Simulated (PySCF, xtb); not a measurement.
CdI, SMILES [I][Cd] (connectivity only; charge and spin as stated), neutral, multiplicity 2.

Harmonic wavenumbers (cm⁻¹) from GFN2-xTB (xtb) at its own minimum, in rising order: 150.

**Question.** What does B3LYP-D3(BJ)/def2-TZVP (PySCF) give at its own minimum? (Estimate from the structure and the level; the computed values follow.)

**Answer.** 151. Paired by order, the mean absolute difference is 1 cm⁻¹ and the zero-point energies are 0.2 and 0.2 kcal/mol.
